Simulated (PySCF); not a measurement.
This script is equivalent to a calculation on Al(2+) (aluminium, charge +2).

```python
from pyscf import gto, scf, dft, mp, cc
import basis_set_exchange as bse
mol = gto.M(atom="Al 0 0 0", charge=2, spin=1, symmetry="D2h",
            basis=gto.basis.parse(bse.get_basis("def2-TZVP", elements=["Al"], fmt="nwchem", header=False)))
mf = dft.UKS(mol, xc="TPSS")
mf.irrep_nelec = {'Ag': (3, 2), 'B1u': (1, 1), 'B2u': (1, 1), 'B3u': (1, 1)}
mf.kernel()
```

What total energy does it give?

-241.469 hartree (calculated).

Which occupied shell lies highest, and where?

3s α, at -24.409 eV.

What is ⟨S²⟩, and what would a pure spin state give?

0.750, against 0.75.
